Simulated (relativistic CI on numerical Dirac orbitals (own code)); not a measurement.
## Dy²⁺: 4s photoemission

Computed with this model: Dirac-Coulomb-Breit CI, KLI orbitals optimised for each configuration, model QED (radiative potential, 1s self-energy scaled to tabulated hydrogen-like ionisation energies), valence Slater integrals scaled by 0.9, multiplet model of photoemission in the sudden approximation; configurations [Xe] 4f10 → [Ar] 3d10 4s 4p6 4d10 4f10 5s2 5p6; 300 K; Lorentzian 2.1 eV and Gaussian 0.7 eV FWHM. Energies are those of the free ion, without screening or charge transfer. The energies are binding energies and can lie tens of eV above those of solids. Without intra-shell correlation the exchange splitting of an s hole comes out too large, often by half or more. S is read from ⟨S²⟩ = S(S + 1).

Computed curve for free ion, scaled to 100 at the maximum (points under 2 are left out and the grid is thinned):

| Energy (eV) | Intensity |
| --- | --- |
| 426.8 | 2.0 |
| 427.2 | 2.2 |
| 427.6 | 2.5 |
| 428.0 | 2.7 |
| 428.4 | 3.0 |
| 428.8 | 3.4 |
| 429.2 | 3.9 |
| 429.6 | 4.4 |
| 430.0 | 5.1 |
| 430.4 | 5.9 |
| 430.8 | 7.0 |
| 431.2 | 8.3 |
| 431.6 | 10.2 |
| 432.0 | 12.7 |
| 432.4 | 16.3 |
| 432.6 | 18.7 |
| 433.0 | 25.1 |
| 433.4 | 34.9 |
| 433.8 | 49.8 |
| 434.2 | 70.2 |
| 434.6 | 90.9 |
| 435.0 | 100.0 |
| 435.4 | 90.6 |
| 435.8 | 70.5 |
| 436.2 | 50.7 |
| 436.6 | 36.3 |
| 437.0 | 26.9 |
| 437.4 | 21.0 |
| 437.8 | 17.3 |
| 438.2 | 15.2 |
| 438.6 | 14.2 |
| 439.0 | 13.9 |
| 439.4 | 13.9 |
| 439.8 | 14.1 |
| 440.2 | 14.8 |
| 440.6 | 16.6 |
| 441.0 | 20.1 |
| 441.4 | 26.0 |
| 441.8 | 35.2 |
| 442.2 | 47.6 |
| 442.6 | 59.0 |
| 443.0 | 62.4 |
| 443.4 | 55.0 |
| 443.8 | 42.4 |
| 444.2 | 31.0 |
| 444.4 | 26.5 |
| 444.8 | 19.6 |
| 445.2 | 14.7 |
| 445.6 | 11.2 |
| 446.0 | 8.8 |
| 446.4 | 7.1 |
| 446.8 | 5.8 |
| 447.2 | 4.9 |
| 447.6 | 4.2 |
| 448.0 | 3.6 |
| 448.4 | 3.2 |
| 448.8 | 2.8 |
| 449.2 | 2.5 |
| 449.6 | 2.3 |
| 450.0 | 2.0 |

The ground state has S = 1.95, and the centroid lies at 438.10 eV.
